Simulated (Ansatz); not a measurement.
Computed with Ansatz on PBE0-D4/def2-TZVP structures; ΔE is electronic, products minus reactants. CCSD(T)/CBS adds triple-zeta CCSD(T) − MP2 to the extrapolated MP2 energy (def2 sets, frozen cores). Each species was taken in one conformer, which may not be the lowest.

Reaction (formal exchange of groups at a C–C bond): `CC(C)BO` + `BBO` → `CBBO` + `CCBO`

```
  species  CCSD(T)/CBS(def2) energy (Eh)
`CC(C)BO`                     -219.60044
    `BBO`                     -127.16606
   `CBBO`                     -166.44324
   `CCBO`                     -180.34035
```

Task: Work out ΔE.

Result: ΔE = (-166.44324) + (-180.34035) − (-219.60044) − (-127.16606) = -0.01709 Eh = -10.7 kcal/mol.

Largest T1 diagnostic among the species: 0.013.

From BLYP to BHLYP (50 % exact exchange), in def2-TZVPP and without D4, ΔE moves by +1.6 kcal/mol. The D4 term adds +1.1 kcal/mol with B3LYP and +0.6 kcal/mol with PBE0; it sums over pairs of atoms, weighted by their polarisabilities, and B3LYP, whose exchange is more repulsive, gets the larger term.

B3LYP here is the variant with VWN-RPA as its local correlation; programs differ in this.
